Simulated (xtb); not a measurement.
Cd(H)(OSiH3) (CdH4OSi), SMILES [SiH3][O][CdH]. All values are semi-empirical tight-binding results from xtb (GFN2-xTB unless named), good for trends rather than for accurate numbers. The structure is a stationary point at GFN2-xTB.

Optimised geometry:

```xyz
7

Cd    -0.6353    -0.3811     0.4735
H     -2.2027    -0.0873     0.5683
O      1.1765    -0.1483    -0.2208
Si     1.3632     1.0819    -1.2133
H      0.7356     0.8014    -2.5344
H      2.7987     1.3180    -1.3542
H      0.6650     2.2992    -0.6550
```
Charge 0, spin multiplicity 1.

A frequency run showed that this geometry is not a minimum.

For metal compounds this method's bond lengths and energies can be far off.

### Question
Estimate the properties. (The exact figures need the calculation; the answer reports its results.)

### Answer

The orbital gap is 3.96 eV.

Computed atomic charges and the Wiberg bond orders between heavy atoms:
charges (e) Cd1 0.43, H2 -0.06, O3 -0.50, Si4 0.49, H5 -0.12, H6 -0.10, H7 -0.13. Bond orders Cd1–O3 0.63, O3–Si4 1.38.
